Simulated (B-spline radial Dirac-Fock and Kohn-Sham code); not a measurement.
**Nd⁵⁵⁺: eigenvalues, ΔSCF and the reference**

System: the Nd⁵⁵⁺ ion, configuration [He] 2s2 2p1.

The density-functional columns are spherical, spin-unpolarised Dirac-Kohn-Sham results without Breit or QED terms: −ε is minus the orbital energy of the initial state and ΔSCF the difference of two total energies. The reference in the last column comes from multi-electron Dirac-Fock with separately optimised hole states, Breit and Lamb-shift corrections added in first order. All numbers are from a radial atomic solver, in eV; a selection of levels is shown. For the 1s level of heavy atoms much of the gap between ΔSCF and the reference is the Breit and QED part, -153.5 eV here; for other levels the error of the functional can be larger.

```csv
level,LDA −ε,LDA ΔSCF,Dirac-Fock
K,48921.0,49405.5,49240.1
L1,11743.2,11861.5,11833.9
"L2,3",11169.5,11306.8,11311.4
```

Values without a named source are computed, but for edge energies of neutral atoms, which are taken from tables.
